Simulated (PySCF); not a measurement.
CH₁₀N₂Si₃, SMILES N[Si@@H]1N[SiH2]C[SiH2]1.

The structure is a stationary point at PBE0-D3(BJ)/def2-SVP. The structure was generated by enumeration; whether it is a known compound was not checked. The values are those of a single conformer.

These are TDA-PBE/def2-SVPD run with PySCF 2.14.0 values and carry that method's errors.

Vertical excitations. Isolated molecule, no solvent.

Computed UV-visible absorptions:
```json
[
 {"state": "S1", "energy (eV)": "5.19", "λ (nm)": "239", "f": "0.022", "main pairs": "HOMO→LUMO 92 %"},
 {"state": "S2", "energy (eV)": "5.48", "λ (nm)": "226", "f": "0.003", "main pairs": "HOMO→LUMO+1 92 %"},
 {"state": "S3", "energy (eV)": "5.58", "λ (nm)": "222", "f": "0.009", "main pairs": "HOMO−1→LUMO 90 %"},
 {"state": "S4", "energy (eV)": "5.59", "λ (nm)": "222", "f": "0.021", "main pairs": "HOMO→LUMO+2 92 %"},
 {"state": "S5", "energy (eV)": "5.93", "λ (nm)": "209", "f": "0.019", "main pairs": "HOMO−1→LUMO+1 85 %"},
 {"state": "S6", "energy (eV)": "5.99", "λ (nm)": "207", "f": "0.003", "main pairs": "HOMO−1→LUMO+2 85 %"},
 {"state": "T1", "energy (eV)": "4.89", "λ (nm)": "254", "f": "0", "main pairs": "HOMO→LUMO 96 %"},
 {"state": "T2", "energy (eV)": "5.23", "λ (nm)": "237", "f": "0", "main pairs": "HOMO−1→LUMO 79 %, HOMO→LUMO+1 12 %"}
]
```
Triplets are in the Tamm–Dancoff approximation.
